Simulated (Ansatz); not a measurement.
Computed with Ansatz on PBE0-D4/def2-TZVP structures; ΔE is electronic, products minus reactants. CCSD(T)/CBS adds triple-zeta CCSD(T) − MP2 to the extrapolated MP2 energy (def2 sets, frozen cores). This one scheme is used for every species. Functionals use def2-TZVPP. def2 core potentials past Kr. For Te outer-core shells are correlated without core-valence functions, which leaves a few kJ/mol of doubt a bond. Each species was taken in one conformer, which may not be the lowest.

`[OH][Al]([F])[TeH]` + HCl → `[OH][Al]([F])[Cl]` + H₂Te  (ligand exchange at the Al–Te bond)

`[OH][Al]([F])[TeH]`:

Z-matrix (Å, degrees):
```
Al
F 1 1.642
Te 1 2.512 2 116.2
O 1 1.681 2 117.8 3 180.0
H 3 1.659 1 89.8 2 -180.0
H 4 0.955 1 124.7 2 179.8
```

HCl:

Cartesian coordinates in Å:
```
Cl 0.269 0.577 0.062
H -0.269 -0.577 -0.062
```

`[OH][Al]([F])[Cl]`:

Cartesian coordinates in Å:
```
O -1.011 -0.769 0.273
Al 0.315 0.069 -0.318
F 0.941 -0.386 -1.758
Cl 1.189 1.653 0.699
H -1.434 -0.566 1.105
```

H₂Te:

Z-matrix (Å, degrees):
```
Te
H 1 1.656
H 1 1.656 2 90.4
```

| level | ΔE (kJ/mol) | difference from CCSD(T)/CBS |
| --- | --- | --- |
| PBE-D4 | -36.8 | 4.1 |
| revPBE-D4 | -39.1 | 1.8 |
| B97M-V | -55.5 | -14.6 |
| PBE0-D4 | -38.9 | 2.0 |
| r2SCAN0-D4 | -45.1 | -4.2 |
| ωB97M-V | -47.1 | -6.2 |
| r2SCANh | -46.0 | -5.1 |
| HF/def2-SVP | -57.8 | -16.9 |
| MP2/def2-SVP | -48.9 | -8.0 |
| HF/def2-QZVPP | -56.8 | -15.9 |
| CCSD(T)/CBS | -40.9 | 0 |

Largest T1 diagnostic among the species: 0.012.

From BLYP to BHLYP (50 % exact exchange), in def2-TZVPP and without D4, ΔE moves by −3.6 kJ/mol. Leaving LDA and LC-ωPBE aside and taking each functional with its dispersion term where it has one, the values spread over 18.7 kJ/mol, from B97M-V to PBE-D4. In def2-TZVPP, CCSD(T) changes the Hartree–Fock value by +12.1 kJ/mol (the triples alone add +2.2 kJ/mol) and MP2 by +15.5 kJ/mol.
